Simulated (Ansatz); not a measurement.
Species: TaF, net charge 0, triplet state. The spin state was set by rule; other spins were not relaxed. 
Geometry from a B3LYP-D3(BJ)/def2-TZVP (Ansatz, an electronic-structure program) optimisation:
SMILES: [F][Ta]
```xyz
2

Ta     0.0000     0.0000    -0.2004
F      0.0000     0.0000     1.6252
```
Charge 0, spin multiplicity 3.

Quantity: atomisation energy (electronic, to ground-state atoms), in kJ/mol. Correlated levels leave the core frozen unless marked. Open shells are spin-unrestricted. Spin-orbit coupling is left out. Frozen are the shells of the preceding noble gas and the d and f shells that filled before the atom's block. In def2 rows, elements after Kr have scalar-relativistic effective core potentials. The coupled-cluster limit lacks core correlation, which all-electron functionals hold. CBS(X,Y): correlation extrapolated as X^-3; Hartree-Fock from the larger set.

The UHF reference is spin-contaminated (<S^2> 0.58 over the pure value in the largest basis). The T1 diagnostic of CCSD in the largest basis is 0.068, which is high, so the coupled-cluster rows are less sure than usual.

```
level                                        program  atomisation energy (kJ/mol)
------------------------------------  --------------  ---------------------------
revPBE-D4/def2-TZVPD                  Ansatz + dftd4                        593.1
B3LYP-D3(BJ)/def2-TZVPD               Ansatz + dftd3                   (withheld)
CAM-B3LYP-D3(BJ)/def2-TZVPD           Ansatz + dftd3                   (withheld)
SCS-MP2/def2-TZVPP                            Ansatz                        566.4
SCS-MP2/def2-TZVPPD                           Ansatz                        568.0
CCSD(T)/CBS(def2-TZVPPD,def2-QZVPPD)          Ansatz                        593.4
```

Task: Fill in the missing entries.

Result: 
- B3LYP-D3(BJ)/def2-TZVPD, atomisation energy (kJ/mol): 575.6
- CAM-B3LYP-D3(BJ)/def2-TZVPD, atomisation energy (kJ/mol): 585.7
